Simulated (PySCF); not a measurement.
# [CrO2]2+, singlet: computed properties

All numbers come from PBE0/[Cr def2-TZVP, O def2-TZVP], no relativity, density fitting, PySCF.

The structure is a saddle point with 1 imaginary mode.

| Item | Value |
| --- | --- |
| Point group | C2v |
| Bond lengths | Cr–O 1.797 Å (×2), O–O 1.223 Å |
| Bond angles | Cr–O–O 70.1° (×2), O–Cr–O 39.8° |
| Zero-point energy (real modes) | 12.1 kJ/mol |
| Dipole moment about the centre of mass | 3.79 D |
| Principal quadrupole moments (Buckingham, traceless) about the centre of mass | -4.30, -2.68, 6.98 D Å |
| Rotational constants | 1.409, 0.2982, 0.2461 cm⁻¹ |
| Principal polarisabilities | 10.0, 13.6, 25.6 bohr³ |
| Highest occupied level | -22.86 eV |
| Lowest empty level | -19.72 eV |

Harmonic modes (masses in u: Cr 51.941, O 15.995):
| symmetry | ω (cm⁻¹) | IR (km/mol) |
| --- | --- | --- |
| b2 | 386i | – |
| a1 | 585 | 2.9 |
| a1 | 1443 | 71.9 |

In C2v the vibrations span b2 + 2a1. Here b1 is antisymmetric to the molecular plane and b2 lies in it.

Charges (e):
| atom | Mulliken | Löwdin | polar tensor | Mayer order to Cr1 |
| --- | --- | --- | --- | --- |
| Cr1 | 1.67 | 1.40 | 1.55 | – |
| O2,3 | 0.16 | 0.30 | 0.22 | 1.20 |
Other Mayer orders above 0.3: O–O 1.31.

Mulliken populations on Cr1: s 6.07, p 12.07, d 4.18, f 0.00.

This need not be the most stable arrangement of these atoms. At the minimum of this search the closed-shell solution is unstable towards spin polarisation, so a lower open-shell solution exists.

The final relaxation and frequency run took of the order of 2.1 core-minutes on a shared host.
